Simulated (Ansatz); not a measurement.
Ga2Te3. Total charge 0; triplet. Geometry r2SCAN-D4/def2-SVP.

```xyz
5

Ga    0.262   -0.611    0.063
Ga   -0.910    2.118   -0.220
Te    0.003    0.605   -2.165
Te    1.244   -2.893    0.301
Te   -0.600    0.781    2.021
```

In the def2 sets Te takes a core potential, while STO-3G treats all electrons; there is no spin–orbit coupling. At HF/STO-3G the charge 0 triplet is spin-contaminated (final ⟨S²⟩ up to 3.02, 2.00 for a pure state). At PBE0-D4/def2-TZVP a singlet of charge 0 lies 0.32 eV below the triplet, each at its own geometry. The structure comes from a short search, and lower isomers may exist.

**Question.** Estimate the α-spin orbital energies around the gap (eV) in Ansatz with HF/STO-3G, HF/def2-TZVP, r2SCAN-D4/def2-TZVP, PBE0-D4/def2-TZVP, r2SCAN0-D4/def2-TZVP.

**Answer.** 
```tsv
orbital	HF/STO-3G	HF/def2-TZVP	r2SCAN-D4/def2-TZVP	PBE0-D4/def2-TZVP	r2SCAN0-D4/def2-TZVP
HOMO−9	-13.64	-14.18	-10.51	-11.40	-11.62
HOMO−8	-11.62	-13.93	-10.33	-11.26	-11.50
HOMO−7	-10.36	-11.26	-7.91	-8.66	-8.93
HOMO−6	-9.54	-10.62	-7.63	-8.33	-8.55
HOMO−5	-9.00	-10.12	-7.07	-7.77	-8.01
HOMO−4	-8.45	-9.95	-6.95	-7.71	-7.89
HOMO−3	-7.86	-9.44	-6.74	-7.39	-7.61
HOMO−2	-7.02	-9.11	-6.17	-6.92	-7.10
HOMO−1	-6.76	-8.62	-5.92	-6.60	-6.77
HOMO	-6.35	-8.02	-5.40	-5.95	-6.20
LUMO	2.23	0.63	-2.57	-2.00	-1.93
LUMO+1	3.09	0.96	-2.50	-1.91	-1.90
LUMO+2	3.67	1.39	-1.93	-1.41	-1.33
LUMO+3	5.86	2.34	-0.88	-0.44	-0.27
LUMO+4	6.46	2.49	-0.36	-0.03	0.16
LUMO+5	7.83	3.33	0.36	0.85	1.02
β HOMO	-5.76	-8.49	-5.83	-6.51	-6.67
β LUMO	2.12	-0.71	-5.05	-4.42	-4.24
```
